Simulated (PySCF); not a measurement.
Species: C5H8FNSi.
SMILES: `C#C[C@@H]1C[Si@H](CF)N1`

Level of theory: TDDFT CAM-B3LYP/def2-SVPD, vertical, gas phase, core orbitals frozen in the response in PySCF. Geometry: GFN2-xTB, one conformer, isolated molecule. Torsions of this conformer, `[CH:1]#[C:2][C@@H:3]1[CH2:4][Si@H:5]([CH2:6][F:7])[NH:8]1`: C4–Si5–C6–F7 177°.

Orbital energies (eV): HOMO-3 -10.06, HOMO-2 -9.42, HOMO-1 -9.15, HOMO -8.43, LUMO 0.78, LUMO+1 1.23, LUMO+2 1.46.

Computed singlets:

| state | E (eV) | f |
| --- | --- | --- |
| S1 | 5.82 | 0.018 |
| S2 | 6.37 | 0.0058 |
| S3 | 6.54 | 0.0062 |
| S4 | 6.76 | 0.0039 |
| S5 | 6.84 | 0.014 |
| S6 | 7.18 | 0.025 |
| S7 | 7.32 | 0.059 |
| S8 | 7.42 | 0.019 |

Problem. Assign a leading configuration to S1, S3, S6 and S7 and set E beside the orbital difference Δε.

Solution. 

```csv
state,leading configuration,weight,Δε (eV),E (eV),E − Δε (eV),f,other configurations
S1,HOMO→LUMO,0.91,9.21,5.82,-3.39,0.018,–
S3,HOMO→LUMO+1,0.71,9.66,6.54,-3.12,0.0062,H→L+2 (10%)
S6,HOMO→LUMO+2,0.68,9.88,7.18,-2.70,0.025,H→L+1 (10%)
S7,HOMO-3→LUMO,0.60,10.84,7.32,-3.53,0.059,H-1→L (10%)
```

E − Δε runs from -3.53 to -2.70 eV. Among themselves, these states come in the order of their orbital differences.

H and L stand for HOMO and LUMO. The other states: S2 6.37 eV, f 0.0058, H-1→L (48%), H-1→L+4 (14%), H-1→L+7 (13%); S4 6.76 eV, f 0.0039, H-2→L (27%), H-1→L+5 (14%), H-2→L+7 (9%); S5 6.84 eV, f 0.014, H-2→L+5 (32%), H-2→L+3 (10%), H→L+5 (10%); S8 7.42 eV, f 0.019, H→L+3 (48%), H-1→L+1 (18%), H-2→L+1 (9%).

Triplets (Tamm–Dancoff): T1 5.33 eV, H→L (43%), H-2→L+7 (10%), H-2→L+4 (9%); T2 5.56 eV, H→L (45%), H-2→L (10%), H-1→L+5 (10%); T3 5.85 eV, H-1→L (31%), H-1→L+7 (13%), H-1→L+4 (10%).

Summed over the main configurations (up to three a state, each over 8%) of all 8 singlets, the electron leaves HOMO with weight 3.08, HOMO-1 with weight 1.18, HOMO-2 with weight 0.88 and HOMO-3 with weight 0.60.
